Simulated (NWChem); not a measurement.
System: C₃H₄BFO; SMILES C=C=CB(O)F

Excerpt of the output:

```
             Northwest Computational Chemistry Package (NWChem) 7.3.0
             --------------------------------------------------------

 CS  symmetry detected

                             Geometry "geometry" -> ""
                             -------------------------

 Output coordinates in angstroms (scale by  1.889725989 to convert to a.u.)

  No.       Tag          Charge          X              Y              Z
 ---- ---------------- ---------- -------------- -------------- --------------
    1 C                    6.0000     0.23917233     2.67351572     0.00000000
    2 C                    6.0000    -0.32033774     1.49460309     0.00000000
    3 C                    6.0000    -0.86043804     0.29518299     0.00000000
    4 B                    5.0000     0.01298582    -0.99820454     0.00000000
    5 O                    8.0000    -0.50058330    -2.24823724     0.00000000
    6 F                    9.0000     1.33777049    -0.90436133     0.00000000
    7 H                    1.0000     0.48454474     3.18151433     0.93815000
    8 H                    1.0000     0.48454474     3.18151433    -0.93815000
    9 H                    1.0000    -1.95825492     0.23680167     0.00000000
   10 H                    1.0000    -1.46141099    -2.26346851     0.00000000

 Effective nuclear repulsion energy (a.u.)     194.0347823484

      Symmetry information
      --------------------

 Group name             Cs
 Group number              2
 Group order               2
 No. of unique centers     9

                                 NWChem DFT Module
                                 -----------------

 Summary of "ao basis" -> "ao basis" (spherical)
 ------------------------------------------------------------------------------
       Tag                 Description            Shells   Functions and Types
 ---------------- ------------------------------  ------  ---------------------
 C                          def2-svp                 6       14   3s2p1d
 B                          def2-svp                 6       14   3s2p1d
 O                          def2-svp                 6       14   3s2p1d
 F                          def2-svp                 6       14   3s2p1d
 H                          def2-svp                 3        5   2s1p

      Symmetry analysis of basis
      --------------------------

        a'         73
        a"         31

            General Information
            -------------------
          SCF calculation type: DFT
          Wavefunction type:  closed shell.
          No. of atoms     :    10
          No. of electrons :    44
           Alpha electrons :    22
            Beta electrons :    22
          Charge           :     0
          Spin multiplicity:     1
          Use of symmetry is: on ; symmetry adaption is: on
          Maximum number of iterations: 150
          AO basis - number of functions:   104
                     number of shells:    48
          Convergence on energy requested:  1.00D-06
          Convergence on density requested:  1.00D-05
          Convergence on gradient requested:  5.00D-04

              XC Information
              --------------
                         B3LYP Method XC Potential
                     Hartree-Fock (Exact) Exchange  0.200
                        Slater Exchange Functional  0.800 local
                    Becke 1988 Exchange Functional  0.720 non-local
              Lee-Yang-Parr Correlation Functional  0.810
                  VWN I RPA Correlation Functional  0.190 local

             Grid Information
             ----------------
          Grid used for XC integration:  medium
          Radial quadrature: Mura-Knowles
          Angular quadrature: Lebedev.
          Tag              B.-S. Rad. Rad. Pts. Rad. Cut. Ang. Pts.
          ---              ---------- --------- --------- ---------
          C                   0.70       49          12.0       434
          B                   0.85       49          11.0       434
          O                   0.60       49          13.0       434
          F                   0.50       49          11.0       434
          H                   0.35       45          13.0       434
          Grid pruning is: on
          Number of quadrature shells:   429
          Spatial weights used:  Erf1

      Superposition of Atomic Density Guess
      -------------------------------------

 Sum of atomic energies:        -313.35920753

      Non-variational initial energy
      ------------------------------

 Total energy =    -316.221566
 1-e energy   =    -812.081274
 2-e energy   =     301.824925
 HOMO         =      -0.306963
 LUMO         =      -0.021132

      Symmetry analysis of molecular orbitals - initial
      -------------------------------------------------

  Numbering of irreducible representations:

     1 a'          2 a"

  Orbital symmetries:

     1 a'          2 a'          3 a'          4 a'          5 a'
     6 a'          7 a'          8 a'          9 a'         10 a'
    11 a'         12 a'         13 a'         14 a"         15 a'
    16 a'         17 a"         18 a'         19 a"         20 a'
    21 a"         22 a'         23 a"         24 a'         25 a'
    26 a'         27 a"         28 a'         29 a'         30 a"
    31 a'         32 a'

     ---------------------------------------------
      Total Density - Mulliken Population Analysis
     ---------------------------------------------

    Atom       Charge   Shell Charges
 -----------   ------   -------------------------------------------------------
    1 C    6     6.37   1.99  0.95  0.30  2.04  1.06  0.02
    2 C    6     5.78   1.99  0.99  0.30  1.77  0.69  0.04
    3 C    6     6.41   1.99  0.97  0.29  2.07  1.07  0.03
    4 B    5     4.36   1.99  0.78  0.10  1.11  0.19  0.19
    5 O    8     8.51   1.99  1.10  0.56  3.08  1.76  0.01
    6 F    9     9.37   1.99  1.15  0.72  3.51  1.99  0.00
    7 H    1     0.85   0.64  0.18  0.03
    8 H    1     0.85   0.64  0.18  0.03
    9 H    1     0.85   0.64  0.19  0.03
   10 H    1     0.66   0.53  0.07  0.06

   convergence    iter        energy       DeltaE   RMS-Dens  Diis-err
 ---------------- ----- ----------------- --------- --------- ---------
 d= 0,ls=0.0,diis     1   -316.3792883965 -5.10D+02  1.73D-02  8.05D-01
 d= 0,ls=0.0,diis     2   -316.3756969124  3.59D-03  8.23D-03  1.14D+00
 d= 0,ls=0.0,diis     3   -316.4733439992 -9.76D-02  1.90D-03  4.65D-02
 d= 0,ls=0.0,diis     4   -316.4769460681 -3.60D-03  6.90D-04  7.74D-03
 d= 0,ls=0.0,diis     5   -316.4778254725 -8.79D-04  2.06D-04  8.29D-04
  Resetting Diis
 d= 0,ls=0.0,diis     6   -316.4779265389 -1.01D-04  4.17D-05  2.09D-05
 d= 0,ls=0.0,diis     7   -316.4779291599 -2.62D-06  2.79D-05  3.50D-06
 d= 0,ls=0.0,diis     8   -316.4779285947  5.65D-07  1.69D-05  9.55D-06
 d= 0,ls=0.0,diis     9   -316.4779294904 -8.96D-07  1.23D-06  1.85D-08

         Total DFT energy =     -316.477929490426
      One electron energy =     -817.048939977358
           Coulomb energy =      347.415044716307
    Exchange-Corr. energy =      -40.878816577730
 Nuclear repulsion energy =      194.034782348355

 Numeric. integr. density =       44.000001344818

                  Occupations of the irreducible representations
                  ----------------------------------------------

                     irrep           alpha         beta
                     --------     --------     --------
                     a'               18.0         18.0
                     a"                4.0          4.0

                       DFT Final Molecular Orbital Analysis
                       ------------------------------------

 Vector   20  Occ=2.000000D+00  E=-3.600184D-01  Symmetry=a"
              MO Center= -1.7D-01, -1.9D+00,  4.5D-15, r^2= 1.5D+00
   Bfn.  Coefficient  Atom+Function         Bfn.  Coefficient  Atom+Function
  ----- ------------  ---------------      ----- ------------  ---------------
    62      0.551561   5 O  pz               65      0.394021   5 O  pz
    76      0.300603   6 F  pz               79     -0.216769   6 F  pz
    48     -0.126071   4 B  pz               34      0.064122   3 C  pz
    51      0.051541   4 B  pz               37      0.049762   3 C  pz
    55      0.033545   4 B  d  1             20      0.031540   2 C  pz

 Vector   21  Occ=2.000000D+00  E=-2.846852D-01  Symmetry=a"
              MO Center= -5.0D-01,  8.2D-01, -7.0D-16, r^2= 2.6D+00
   Bfn.  Coefficient  Atom+Function         Bfn.  Coefficient  Atom+Function
  ----- ------------  ---------------      ----- ------------  ---------------
    34      0.416106   3 C  pz               20      0.348020   2 C  pz
    37      0.296475   3 C  pz               23      0.209946   2 C  pz
    62     -0.151667   5 O  pz               85     -0.144103   7 H  s
    90      0.144103   8 H  s                 6     -0.118716   1 C  pz
    65     -0.115254   5 O  pz               86     -0.089713   7 H  s

 Vector   22  Occ=2.000000D+00  E=-2.748777D-01  Symmetry=a'
              MO Center= -1.2D-01,  1.8D+00,  2.6D-16, r^2= 2.6D+00
   Bfn.  Coefficient  Atom+Function         Bfn.  Coefficient  Atom+Function
  ----- ------------  ---------------      ----- ------------  ---------------
     4      0.383777   1 C  px               18      0.312534   2 C  px
     7      0.260415   1 C  px                5     -0.180714   1 C  py
    21      0.163541   2 C  px               31     -0.162398   3 C  s
    19     -0.157797   2 C  py               95      0.155987   9 H  s
    22     -0.143113   2 C  py               47      0.141927   4 B  py

[...]
```

Level: B3LYP/def2-SVP. The geometry was optimised at PBE0/def2-SVP.

Task: Write an input that gives this output.

Result: This is not unique; one that fits is the input that was run:
```
start job
memory heap 200 mb stack 900 mb global 1100 mb
geometry units angstroms noautoz
  C      0.246387     2.667872     0.000000
  C     -0.314431     1.489581     0.000000
  C     -0.855862     0.290761     0.000000
  B      0.016126    -1.003595     0.000000
  O     -0.498830    -2.253057     0.000000
  F      1.341014    -0.911222     0.000000
  H      0.492323     3.175598     0.938150
  H      0.492323     3.175598    -0.938150
  H     -1.953743     0.233598     0.000000
  H     -1.459674    -2.267222     0.000000
end
basis spherical
  * library def2-svp
end
dft
  xc b3lyp
  iterations 150
  mulliken
end
task dft energy
```
